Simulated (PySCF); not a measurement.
C₄H₆BF, SMILES C#CB(C)CF.

Coordinates come from a PBE0-D3(BJ)/def2-SVP optimisation. The structure was generated by enumeration, and PubChem lists no compound with its InChIKey, so it may never have been made. Other conformers were not sampled.

Computed with PBE0-D3(BJ)/def2-SVP in PySCF.

Harmonic, unscaled wavenumbers; measured fundamentals usually lie a few per cent lower.

```csv
mode,ν (cm⁻¹),IR (km/mol),Raman (Å⁴/amu),depolarisation,moving atoms (share of kinetic energy)
1,50,0.0,0.2,0.75,"H 80 %, F 10 %, C 9 %"
2,114,2.3,5.4,0.75,"C 48 %, F 36 %, H 12 %"
3,129,7.6,0.1,0.75,"H 62 %, C 26 %, F 11 %"
4,201,3.0,7.2,0.75,"C 56 %, H 27 %, B 15 %"
5,220,1.5,2.9,0.66,"C 56 %, H 27 %, F 10 %"
6,375,0.8,4.0,0.64,"C 56 %, F 29 %, H 13 %"
7,408,5.3,1.7,0.75,"H 39 %, C 33 %, B 27 %"
8,540,12.9,4.0,0.29,"C 65 %, H 16 %, F 12 %"
9,639,0.4,0.1,0.75,"H 71 %, C 25 %"
10,646,7.9,5.6,0.15,"C 80 %, H 17 %"
11,679,41.8,2.2,0.75,"H 75 %, C 25 %"
12,794,23.2,2.3,0.75,"H 74 %, C 26 %"
13,833,0.9,0.1,0.25,"H 65 %, C 30 %"
14,905,24.9,0.1,0.75,"B 37 %, H 37 %, C 25 %"
15,1079,135.9,1.3,0.26,"B 43 %, C 26 %, F 16 %, H 16 %"
16,1148,12.3,10.6,0.74,"H 29 %, C 28 %, B 24 %, F 19 %"
17,1213,128.9,1.8,0.29,"B 53 %, H 30 %, C 14 %"
18,1256,1.5,9.6,0.75,H 91 %
19,1312,97.6,5.5,0.74,"H 62 %, C 28 %, B 10 %"
20,1355,20.0,3.7,0.66,"H 58 %, C 32 %, B 9 %"
21,1423,8.4,15.7,0.54,"H 90 %, C 9 %"
22,1427,4.6,12.2,0.75,H 95 %
23,1434,0.1,11.0,0.75,"H 86 %, C 9 %"
24,2176,81.4,195.0,0.26,"C 89 %, H 9 %"
25,3006,20.6,172.7,0.07,H 95 %
26,3047,0.4,158.8,0.00,H 97 %
27,3049,15.4,99.9,0.75,"H 91 %, C 9 %"
28,3131,0.8,73.2,0.75,"H 91 %, C 9 %"
29,3159,16.8,84.5,0.73,"H 90 %, C 10 %"
30,3477,47.9,37.7,0.24,"H 86 %, C 14 %"
```
